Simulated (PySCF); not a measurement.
Compound: C4H11ClSi.
Structure used (PBE0-D3(BJ)/def2-SVP), in Å, numbered top down from 1:
```xyz
17
C4H11ClSi angstrom
C      2.234   -0.330   -1.287
Si     0.948    0.484   -0.194
C     -0.631    0.919   -1.183
C     -1.241   -0.289   -1.875
C     -1.645    1.656   -0.326
Cl    -0.053    2.073   -2.483
H      1.901   -1.325   -1.621
H      3.186   -0.452   -0.749
H      2.413    0.294   -2.175
H      1.468    1.746    0.413
H      0.535   -0.443    0.913
H     -2.109    0.011   -2.483
H     -0.519   -0.789   -2.535
H     -1.587   -1.016   -1.122
H     -1.999    0.997    0.484
H     -1.210    2.558    0.129
H     -2.517    1.961   -0.927
```

Theory: PBE0-D3(BJ)/def2-SVP geometry optimisation, gas phase in PySCF 2.14.0.

Take the most abundant isotopes and a rigid rotor. The values belong to one conformer with, in the numbering `[CH3:1][SiH2:2][C:3]([CH3:4])([CH3:5])[Cl:6]`, C1–Si2–C3–C4 56°.

Question: Give the principal moments of inertia and the rotational constants in GHz.

Answer: Ia = 190.07, Ib = 293.19, Ic = 344.06 u·Å²; 505379 MHz·u·Å²/I gives 2659, 1724 and 1469 MHz, that is A = 2.6589, B = 1.7238, C = 1.4689 GHz.

Question: Classify the top.

Answer: An asymmetric top. Ray's parameter κ = (2B − A − C)/(A − C) = -0.572; −1 is the prolate and +1 the oblate limit.

Question: What does the inertial defect say?

Answer: Not planar: Δ = Ic − Ia − Ib = -139.20 u·Å². For a rigid frame Δ = −2 Σ m c², so Σ m c² = 69.60 u·Å² lies off the ab plane: 21.94 from hydrogen and 47.65 from heavier atoms. The atom farthest from that plane is 2.20 Å away.

Question: Which types of transition are allowed, and where do some lines up to J = 5 fall?

Answer: The dipole components are |μa| = 0.51 D, |μb| = 1.23 D, |μc| = 0.82 D. Intensities carry the squares of the components, which stand as 0.17 : 1.00 : 0.45 (a : b : c). Some lines, for components of 0.1 D or more:

```json
{"type": "c", "branch": "Q", "J(Ka,Kc)": "1(1,1) ← 1(0,1)", "MHz": "935", "lower level (cm⁻¹)": "0.106"}
{"type": "a", "branch": "Q", "J(Ka,Kc)": "3(1,2) ← 3(1,3)", "MHz": "1524", "lower level (cm⁻¹)": "0.648"}
{"type": "a", "branch": "Q", "J(Ka,Kc)": "4(1,3) ← 4(1,4)", "MHz": "2513", "lower level (cm⁻¹)": "1.054"}
{"type": "b", "branch": "Q", "J(Ka,Kc)": "3(2,1) ← 3(1,2)", "MHz": "2673", "lower level (cm⁻¹)": "0.699"}
{"type": "b", "branch": "Q", "J(Ka,Kc)": "2(2,0) ← 2(1,1)", "MHz": "2851", "lower level (cm⁻¹)": "0.368"}
{"type": "b", "branch": "Q", "J(Ka,Kc)": "4(2,3) ← 4(1,4)", "MHz": "4530", "lower level (cm⁻¹)": "1.054"}
{"type": "b", "branch": "Q", "J(Ka,Kc)": "5(3,2) ← 5(2,3)", "MHz": "4543", "lower level (cm⁻¹)": "1.777"}
{"type": "b", "branch": "Q", "J(Ka,Kc)": "3(3,0) ← 3(2,1)", "MHz": "5126", "lower level (cm⁻¹)": "0.788"}
{"type": "b", "branch": "Q", "J(Ka,Kc)": "4(3,2) ← 4(2,3)", "MHz": "5452", "lower level (cm⁻¹)": "1.206"}
{"type": "b", "branch": "R", "J(Ka,Kc)": "3(1,2) ← 2(2,1)", "MHz": "7123", "lower level (cm⁻¹)": "0.461"}
{"type": "c", "branch": "Q", "J(Ka,Kc)": "5(4,2) ← 5(3,2)", "MHz": "7225", "lower level (cm⁻¹)": "1.928"}
{"type": "c", "branch": "R", "J(Ka,Kc)": "2(1,1) ← 1(0,1)", "MHz": "7830", "lower level (cm⁻¹)": "0.106"}
{"type": "c", "branch": "R", "J(Ka,Kc)": "3(2,2) ← 2(1,2)", "MHz": "13148", "lower level (cm⁻¹)": "0.342"}
{"type": "c", "branch": "R", "J(Ka,Kc)": "3(3,0) ← 2(2,0)", "MHz": "14877", "lower level (cm⁻¹)": "0.463"}
{"type": "c", "branch": "R", "J(Ka,Kc)": "4(1,3) ← 3(0,3)", "MHz": "15187", "lower level (cm⁻¹)": "0.632"}
{"type": "a", "branch": "R", "J(Ka,Kc)": "5(0,5) ← 4(0,4)", "MHz": "15309", "lower level (cm⁻¹)": "1.045"}
{"type": "b", "branch": "R", "J(Ka,Kc)": "4(3,2) ← 3(2,1)", "MHz": "17969", "lower level (cm⁻¹)": "0.788"}
{"type": "b", "branch": "R", "J(Ka,Kc)": "5(2,3) ← 4(1,4)", "MHz": "21648", "lower level (cm⁻¹)": "1.054"}
{"type": "c", "branch": "R", "J(Ka,Kc)": "5(5,0) ← 4(4,0)", "MHz": "25534", "lower level (cm⁻¹)": "1.633"}
{"type": "c", "branch": "R", "J(Ka,Kc)": "5(5,1) ← 4(4,1)", "MHz": "25534", "lower level (cm⁻¹)": "1.633"}
```

No frequency check. Constants of a rigid frame at the computed geometry: no zero-point averaging, no centrifugal distortion. A rigid rotor knows nothing of internal rotation, which can split or shift real lines. Quadrupole hyperfine structure (35Cl) is left out.

Time: 1.7 min of wall time; peak memory 0.60 GiB. Hardware: one thread of an Arm Neoverse N1, on a shared host. This is the geometry optimisation.
